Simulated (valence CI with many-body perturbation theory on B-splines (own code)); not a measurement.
## Energy levels of Tb LII

Computed by relativistic CI+MBPT: four valence electrons over a frozen Dirac-Fock core [Ne], a basis of 9 s, 9 p, 8 d, 6 f, 3 g, 1 h functions for each j, with the one-electron correlation potential Σ1, the two-electron term Σ2, the three-electron term Σ3, Breit, model QED; selected CI, second order for the rest, scaled by the run's own slope (own B-spline code, finite nucleus).

No measured spectrum was set against this ion. As an estimate, large intervals hold to a few tenths of a per cent, small ones and those within an open d or f shell to about a per cent.

Levels 1 to 36 of 36, with energies above the lowest level, (3s^2 3p1/2^2) J=0. "Leading %" is the weight of the configuration and term that name the level; weights of strongly mixed levels are sums over their largest components and can fall short, so below about 35 % the name and the second component can differ from the true leading terms, or belong to a minority configuration. In the jj column 3d3/2^4 stands for four electrons in 3d with j = 3/2. Lifetimes count E1, E2, E3, M1 and M2 decay at the calculated energies, and are blank where another channel may lead or the interval is too uncertain; long ones can be off by a factor of two.

```tsv
No.	Configuration	Term	J	E (× 10³ cm⁻¹)	Leading %	Lifetime	g	Leading jj
1	3s2.3p2	3P	0	0.00	70			3s^2 3p1/2^2 (99 %)
2	3s2.3p2	3P	1	1487.9	99	24.4 ns	1.492	3s^2 3p1/2 3p3/2 (99 %)
3	3s2.3p2	1D	2	1553.0	63	2.56 μs	1.171	3s^2 3p1/2 3p3/2 (99 %)
4	3s.3p3	3P°	2	2591.5	44	57.4 ps	1.551	3s 3p1/2^2 3p3/2 (95 %)
5	3s.3p3	3D°	1	2788.7	32	3.09 ps	1.027	3s 3p1/2^2 3p3/2 (83 %)
6	3s2.3p.3d	3F°	2	2995.0	74	165 ps	0.756	3s^2 3p1/2 3d3/2 (99 %)
7	3s2.3p2	3P	2	3088.7	62	11.7 ns	1.309	3s^2 3p3/2^2 (98 %)
8	3s2.3p2	1S	0	3229.3	69	9.64 ns		3s^2 3p3/2^2 (98 %)
9	3s2.3p.3d	3D°	1	3281.4	46	565 fs	0.878	3s^2 3p1/2 3d3/2 (84 %)
10	3s2.3p.3d	3P°	2	3471.5	42	6.00 ps	1.305	3s^2 3p1/2 3d5/2 (93 %)
11	3s2.3p.3d	3F°	3	3479.1	53	9.63 ps	1.115	3s^2 3p1/2 3d5/2 (96 %)
12	3s.3p3	3D°	2	4046.7	50	3.83 ps	1.502	3s 3p1/2 3p3/2^2 (92 %)
13	3s.3p2.3d	5F	1	4124.6	43	26.9 ps	0.417	3s 3p1/2^2 3d3/2 (97 %)
14	3s.3p3	3D°	3	4160.5	92	6.46 ps	1.308	3s 3p1/2 3p3/2^2 (92 %)
15	3s.3p2.3d	3D	2	4171.9	29	27.6 ps	1.149	3s 3p1/2^2 3d3/2 (95 %)
16	3s.3p3	3P°	0	4243.0	88	3.84 ps		3s 3p1/2 3p3/2^2 (88 %)
17	3s.3p3	3P°	1	4336.7	38	2.22 ps	1.269	3s 3p1/2 3p3/2^2 (84 %)
18	3s.3p3	1D°	2	4347.5	56	1.69 ps	1.085	3s 3p1/2 3p3/2^2 (73 %)
19	3s.3p3	3S°	1	4420.0	34	792 fs	1.358	3s 3p1/2 3p3/2^2 (95 %)
20	3s.3p2.3d	3D	3	4572.4	31	7.42 ps	1.358	3s 3p1/2^2 3d5/2 (96 %)
21	3s.3p2.3d	3F	2	4667.7	29	6.66 ps	1.021	3s 3p1/2^2 3d5/2 (92 %)
22	3s2.3p.3d	3F°	3	4740.8	41	1.06 ps	1.102	3s^2 3p3/2 3d3/2 (91 %)
23	3s2.3p.3d	3D°	2	4753.6	42	549 fs	1.061	3s^2 3p3/2 3d3/2 (74 %)
24	3s2.3p.3d	3P°	1	4760.8	48	686 fs	1.127	3s^2 3p3/2 3d3/2 (85 %)
25	3s2.3p.3d	3P°	0	4770.4	87	796 fs		3s^2 3p3/2 3d3/2 (87 %)
26	3s2.3p.3d	3F°	4	4927.8	99	24.6 ns	1.241	3s^2 3p3/2 3d5/2 (99 %)
27	3s2.3p.3d	3P°	2	4980.6	43	12.2 ps	1.252	3s^2 3p3/2 3d5/2 (93 %)
28	3s2.3p.3d	3D°	3	5163.9	55	2.43 ps	1.185	3s^2 3p3/2 3d5/2 (92 %)
29	3s2.3p.3d	1P°	1	5225.7	63	3.54 ps	1.080	3s^2 3p3/2 3d5/2 (95 %)
30	3p4	3P	2	5412.2	28	4.15 ps	1.190	3s 3p1/2 3p3/2 3d3/2 (53 %)
31	3s.3p2.3d	5D	0	5471.6	70	20.2 ps		3s 3p1/2 3p3/2 3d3/2 (89 %)
32	3s.3p2.3d	5D	1	5492.4	53	31.6 ps	1.162	3s 3p1/2 3p3/2 3d3/2 (98 %)
33	3s.3p2.3d	5F	3	5526.7	46	29.0 ps	1.147	3s 3p1/2 3p3/2 3d3/2 (95 %)
34	3s.3p2.3d	5F	2	5537.6	28	2.36 ps	1.170	3s 3p1/2 3p3/2 3d3/2 (58 %)
35	3p4	1S	0	5598.2	41	1.80 ps		3p1/2^2 3p3/2^2 (66 %)
36	3s.3p2.3d	3F	4	5636.9	29	69.1 ps	1.184	3s 3p1/2 3p3/2 3d3/2 (90 %)
```

The ionisation energy to 3s2.3p 2P°_1/2 of the next ion comes out as 4761.5 eV (NIST: 4760 ± 4 eV (theoretical)). All 36 levels together are meant to be complete up to 5690.4 × 10³ cm⁻¹.
